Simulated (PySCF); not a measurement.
CH₅F₃Si₂, SMILES C[Si@H](F)[SiH](F)F. Atoms are numbered in the order given.

```xyz
11

C     -2.2005     0.8833    -0.6839
Si    -0.9706    -0.5008    -0.3912
F     -1.5708    -1.5565     0.7251
Si     1.0432     0.3684     0.4607
F      1.4777     1.5741    -0.5628
F      2.2297    -0.7559     0.4148
H     -3.1462     0.4922    -1.1105
H     -2.4366     1.4206     0.2564
H     -1.7702     1.6135    -1.4006
H     -0.7023    -1.2665    -1.6575
H      1.0134     0.9387     1.8486
```

Geometry optimised at PBE-D3(BJ)/def2-SVP. The structure was generated by enumeration; whether it is a known compound was not checked. One conformer was computed; it need not be the lowest.

Method: B3LYP/pcSseg-1 run with PySCF.

GIAO shieldings, no solvent; atoms listed in one row are averaged. δ = σ(ref) − σ: ¹³C against TMS (σ = 181.3 ppm); ²⁹Si against TMS (σ = 338.7 ppm); ¹⁹F against CFCl3 (σ = 161.7 ppm); ¹H against TMS (σ = 31.68 ppm), references at their B3LYP-D3(BJ)/def2-TZVP geometries, non-relativistic.

**Question.** Estimate the chemical shifts. (The exact figures need the calculation; the answer reports its results.)

**Answer.** 
```tsv
nucleus	atoms	count	δ (ppm)
¹³C	C1	1	2.3
²⁹Si	Si2	1	17.3
²⁹Si	Si4	1	5.4
¹⁹F	F5	1	-165.4
¹⁹F	F6	1	-166.8
¹⁹F	F3	1	-235.2
¹H	H11	1	5.90
¹H	H10	1	5.74
¹H	H7, H8, H9	3	1.08
```
